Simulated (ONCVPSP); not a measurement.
How hard is this bromine ONCV potential?

Br (Z = 35), optimised norm-conserving Vanderbilt (ONCV), made with ONCVPSP 4.0.1 (PBE, scalar-relativistic). Core [Ar] 3d10, reference 4s2 4p3 (charge +2). Waves: 4s: rc 1.20 bohr, ncon 3, nbas 7, qcut 4.7 1/bohr, 1 projector; 4p: rc 1.25 bohr, ncon 4, nbas 7, qcut 7.5 1/bohr, 3 projectors, debl 3.2 Ha. Local part: polynomial inside 1.05 bohr (lpopt 4, dvloc0 2 Ha). Core correction: polynomial model core, fcfact 0.35.

**Question.** For each optimised wave give the share of its norm inside rc, the residual kinetic energy above qcut (Ha) and the cutoffs (Ha) for errors of 10, 1, 0.1 and 0.01 mHa per electron.

**Answer.**

```tsv
wave	norm inside rc	residual KE	10 mHa	1 mHa	0.1 mHa	0.01 mHa
4s	0.236	3.2e-03	9.2	18.5	55.9	128.8
4p	0.170	1.7e-03	8.1	43.8	91.8	130.5
p projector 2	0.056	5.4e-03	23.8	66.0	125.1	156.2
p projector 3	0.041	2.4e-02	32.8	68.4	166.2	204.9
```

The occupied waves need 44 Ha and 92 Ha for 1 and 0.1 mHa. Note: ghosts flagged at negative energy: p at -201.0 eV; GHOST(+) flagged for s at 25.4 eV. A true bound ghost makes a file unfit for plane-wave use.
